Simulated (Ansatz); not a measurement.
`CC(C)(C)OS(=O)(=O)CC(F)(F)C(F)F` with charge +1. The state is a doublet with charge 1. Geometry r2SCAN-D4/def2-SVP, that of the neutral singlet; atoms count from 1.

```xyz
27

C     2.201   -1.343    0.968
C     0.731   -1.006    1.179
C     0.505   -0.185    2.439
C    -0.156   -2.245    1.152
O     0.332   -0.049    0.112
S    -0.135   -0.554   -1.354
O    -1.516   -1.021   -1.338
O     0.897   -1.389   -1.968
C    -0.061    1.059   -2.158
C    -0.699    2.259   -1.477
F    -0.674    3.275   -2.394
F     0.029    2.666   -0.413
C    -2.159    2.141   -1.026
F    -2.882    1.608   -2.034
F    -2.257    1.356    0.062
H     2.559   -1.982    1.790
H     2.805   -0.422    0.955
H     2.347   -1.873    0.016
H     1.099    0.741    2.403
H    -0.557    0.088    2.531
H     0.806   -0.765    3.325
H    -1.219   -1.970    1.215
H     0.099   -2.884    2.011
H    -0.001   -2.831    0.233
H     1.004    1.284   -2.314
H    -0.550    0.895   -3.129
H    -2.545    3.150   -0.788
```

Problem. Estimate the Mulliken populations from the PBE0/def2-SVP orbitals of Ansatz.

Solution. 
```
atom  charge (e)  spin (α − β)
  C1        0.02          0.10
  C2       -0.26          0.03
  C3        0.01          0.03
  C4       -0.03          0.02
  O5       -0.32          0.32
  S6        0.89         -0.13
  O7       -0.25          0.28
  O8       -0.27          0.30
  C9       -0.10          0.01
 C10        0.29          0.00
 F11       -0.19          0.00
 F12       -0.19          0.00
 C13        0.46          0.00
 F14       -0.20          0.00
 F15       -0.21          0.00
 H16        0.12          0.00
 H17        0.10          0.00
 H18        0.10          0.00
 H19        0.10          0.00
 H20        0.10          0.01
 H21        0.11          0.00
 H22        0.11          0.01
 H23        0.11          0.00
 H24        0.09          0.00
 H25        0.16          0.00
 H26        0.17          0.00
 H27        0.10          0.00
```
Mulliken values depend strongly on the basis.

Problem. Where does the spin sit?

Solution. Summed by element: C 0.19, O 0.91, S -0.13, F 0.00, H 0.03, of 1 unpaired in all. Largest on single atoms: O5 0.32, O8 0.30, O7 0.28.

Problem. And the Mayer bond orders between heavy atoms (over 0.3)?

Solution. C1–C2 0.96 (1.52 Å); C2–C3 1.00 (1.52 Å); C2–C4 1.05 (1.52 Å); C2–O5 0.74 (1.49 Å); O5–S6 0.96 (1.62 Å); S6–O7 1.67 (1.46 Å); S6–O8 1.63 (1.46 Å); S6–C9 0.86 (1.80 Å); C9–C10 0.98 (1.52 Å); C10–F11 1.06 (1.37 Å); C10–F12 1.08 (1.35 Å); C10–C13 0.93 (1.53 Å); C13–F14 1.07 (1.35 Å); C13–F15 1.05 (1.35 Å).
